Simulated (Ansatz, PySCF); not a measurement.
C₂H₆ClFSi. Atoms are numbered in the order given.

```xyz
11

F     -1.1005    -1.3613     0.3877
C     -0.9710    -0.2699    -0.4172
Cl    -1.1322     1.2224     0.5986
C      0.3607    -0.3016    -1.1337
Si     1.9159    -0.2457    -0.0281
H     -1.8319    -0.2482    -1.1019
H      0.4067     0.5373    -1.8466
H      0.3908    -1.2305    -1.7296
H      1.7873    -1.1845     1.1187
H      3.0676    -0.6675    -0.8783
H      2.1700     1.1325     0.4702
```

Geometry: B3LYP-D3(BJ)/def2-SVP. The structure was generated by enumeration; whether it is a known compound was not checked. The values are those of a single conformer.

Vertical ionisation energy (IE) and electron affinity (EA) in eV. Rows of orbital energies are one-electron estimates. Where ΔSCF, EOM or ADC give a negative EA the extra electron is unbound and the value depends on the basis.

| level | IE | EA |
|---|---|---|
| −ε(HOMO), −ε(LUMO), M06-2X/def2-TZVP (PySCF) | 10.11 | -1.15 |
| −ε(HOMO), −ε(LUMO), PBE/def2-TZVP (PySCF) | 7.32 | 0.75 |
| ΔSCF, CAM-B3LYP/def2-SVPD (Ansatz), final states of multiplicity 2 and 2 | 11.26 | -1.56 |
| ΔSCF, PBE/def2-SVPD (Ansatz), final states of multiplicity 2 and 2 | 10.48 | -1.19 |

**Question.** What vertical singlet–triplet gap does ΔSCF give with CAM-B3LYP/def2-SVPD (Ansatz, an electronic-structure program) and with PBE/def2-SVPD (Ansatz)? (Estimate from the structure and the level; the computed values follow.)

**Answer.** 6.78 and 6.37 eV (triplet above singlet where positive).
